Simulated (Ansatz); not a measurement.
Basis sets compared for LaCl3 (the lowest singlet isomer of a short search). Total charge 0; singlet. Geometry PBE0-D4/def2-SVP. Ansatz on 4 threads of Arm Neoverse V2 on a shared host; times are rough, and most runs start from earlier orbitals.

```xyz
4

La    0.197   -0.028    0.198
Cl    1.160   -1.719   -1.529
Cl    0.504    2.511   -0.278
Cl   -1.860   -0.765    1.609
```

In the def2 sets La takes a core potential; there is no spin–orbit coupling. The structure comes from a short search, and lower isomers may exist.

```tsv
level	functions	energy (Eh)	HOMO (eV)	LUMO (eV)	wall time
PBE-D4/def2-SVP	86	-1411.4739	-7.41	-3.47	0.85 s
PBE-D4/def2-TZVP	151	-1411.9452	-7.54	-3.50	1.2 s
r2SCAN-D4/def2-TZVP	151	-1412.4169	-7.88	-3.13	3.4 s
PBE0-D4/def2-SVP	86	-1411.5701	-8.80	-2.83	1.2 s
PBE0-D4/def2-TZVP (with forces)	151	-1412.0366	-8.89	-2.82	2 s
```

(1) Estimate the rows for PBE-D4/def2-TZVPD, r2SCAN-D4/def2-TZVPD, PBE0-D4/def2-TZVPD.

Results:

(1) 
```csv
level,functions,energy (Eh),HOMO (eV),LUMO (eV),wall time
PBE-D4/def2-TZVPD,181,-1411.9473,-7.58,-3.51,2 s
r2SCAN-D4/def2-TZVPD,181,-1412.4188,-7.90,-3.11,4.5 s
PBE0-D4/def2-TZVPD,181,-1412.0385,-8.92,-2.82,2.5 s
```
